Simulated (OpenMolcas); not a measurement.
Co2+: from CASSCF to CASPT2

- Program: OpenMolcas 26.06
- Basis: ANO-RCC-VTZP [6s5p3d2f1g]
- Scalar Hamiltonian: DKH2, point nucleus
- Active space: 7 electrons in 5 orbitals (3d)
- State averaging: 2S+1 = 4 even, 10 roots; 2S+1 = 2 even, 40 roots
- Spin-orbit coupling: RASSI with atomic mean-field integrals over the reference wave functions, term energies averaged over their components

Methods on the same reference wave functions:
A. CASSCF
B. SS-CASPT2, IPEA 0.25 Eh, imaginary shift 0.1 Eh (closed shells correlated: 3s 3p)
C. MS-CASPT2, IPEA 0.25 Eh, imaginary shift 0.1 Eh (closed shells correlated: 3s 3p)
D. XMS-CASPT2, IPEA 0.25 Eh, imaginary shift 0.1 Eh (closed shells correlated: 3s 3p)

Energies in cm-1 above 3d7 4F 9/2, the measured ground level; measured values from Sugar and Corliss, J. Phys. Chem. Ref. Data 10, 1097 (1981).

```csv
Level,A,B,C,D,Measured
3d7 4F 9/2,0.0,0.0,0.0,0.0,0.0
3d7 4F 7/2,853,857,857,855,841
3d7 4F 5/2,1482,1483,1483,1481,1451
3d7 4F 3/2,1915,1911,1910,1909,1867
3d7 2G 9/2,19015,16370,16380,17480,16978
3d7 4P 5/2,19076,15530,15530,15650,15202
3d7 4P 3/2,19369,15820,15730,15890,15428
3d7 4P 1/2,19765,16220,16180,16320,15811
3d7 2G 7/2,19825,17190,17190,18290,17766
3d7 2P 3/2,25149,21380,19750,20550,20195
3d7 2H 11/2,25283,22100,22640,23580,22720
3d7 2P 1/2,25996,22390,20440,21290,
3d7 2H 9/2,25998,22820,23350,24300,23434
3d7 2D 5/2(1),27374,22780,22760,23390,23059
3d7 2D 3/2(1),28633,24190,23950,24590,24237
3d7 2F 5/2,43769,36840,36850,38030,37021
3d7 2F 7/2,44124,37200,37200,38390,37316
3d7 2D 3/2(2),68282,58200,58190,58560,
3d7 2D 5/2(2),68692,58620,58630,58990,
```

Deviations, from unrounded energies. A percentage is the sum of absolute deviations over the sum of measured energies, with the sign that they share, or ± where signs differ.

```tsv
Against measurement	Levels	A	B	C	D
mean absolute deviation (cm-1)	15	3200	360	250	490
fine structure of the ground term (%)	3	+2.2	+2.2	+2.2	+2.1
other terms of the ground configuration (%)	12	+17.9	±2.0	±1.4	+2.7
```

C lies closest to measurement on these levels and A furthest from it. The largest miss of C in the table is 3d7 2G 9/2, by -590 cm-1. The ranking rests on the paired levels alone, and a cruder setting can come out closer through cancelling errors.

Among B to D the level of the table that moves most is 3d7 2P 1/2, by 1900 cm-1 (lowest in C, highest in B). Moves below CASPT2's spread within the term are not significant.

The mean deviations of B to D differ by less than CASPT2's widest spread within a term (1500 cm-1), so their order carries little weight.

From A to B the spin-free energies of the other terms of 3d7 shown, above 4F, scale by factors of 0.81 to 0.87, as is usual when dynamic correlation screens the repulsion within a d or f shell.

The lowest spin-free term lies below A's lowest term by 0.495 hartree in B, 0.495 hartree in C, 0.501 hartree in D.

CASPT2 does not keep the components of a term degenerate, so their means are used; among the terms shown or strongly mixed into the levels shown the widest spread is 1500 cm-1 (3d7 2H, D). The CASPT2 spread within a term exceeds the gap to the next term for 3d7 2P and 3d7 2H, 3d7 2H and 3d7 2D(1), so the order of their levels is uncertain (figures for B; the like holds for C, D). Without dynamic correlation excited terms often stand tens of per cent too high (terms of higher spin than the ground term too low), and those without a measured partner can miss by more than the paired ones (holds for A). Some levels mix across a computed gap that differs much from the measured one, so their mixing is not that of the real levels (holds for B). Measured partners are found by configuration, term and J. A level has none where our copy of the source lacks it or the pairing is in doubt (some pairs that miss far off the trend of their configuration count as doubtful), and it then counts in no deviation. Levels of configurations outside the active space are missing.

A number in round brackets counts repeated terms of one configuration in the order of the reference energies.
